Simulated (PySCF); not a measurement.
# LiSn⁺ at BLYP

Computed with BLYP; Li def2-SVP, Sn def2-SVP with ECP28; scalar-relativistic core potentials (PySCF 2.14).

```
state                                                                                                              : ³Π (triplet), unpaired electrons σ ↑, π ↑
bond length                                                                                                        : 3.056 Å
harmonic wavenumber                                                                                                : 196 cm⁻¹
force constant                                                                                                     : 0.149 mdyn/Å
rotational constant Be                                                                                             : 0.2724 cm⁻¹
anharmonicity ωexe                                                                                                 : 2.02 cm⁻¹
vibration–rotation constant αe                                                                                     : 0.00472 cm⁻¹
well depth De to Li⁺ + Sn                                                                                          : 20.0 kcal/mol
dissociation energy D0                                                                                             : 19.8 kcal/mol
bond order (Mayer)                                                                                                 : 0.51
dipole moment (positive dipole points towards Sn; it is taken about the centre of mass and depends on that origin) : -9.51 D
```

These are scalar-relativistic numbers at best; spin–orbit coupling would shift them, the dissociation energy most. For an ion De counts to the pair picked by the measured ionisation energies or electron affinities, which need not be the lowest pair at this level. The state was picked by a PBE0 search and need not be the measured ground state.
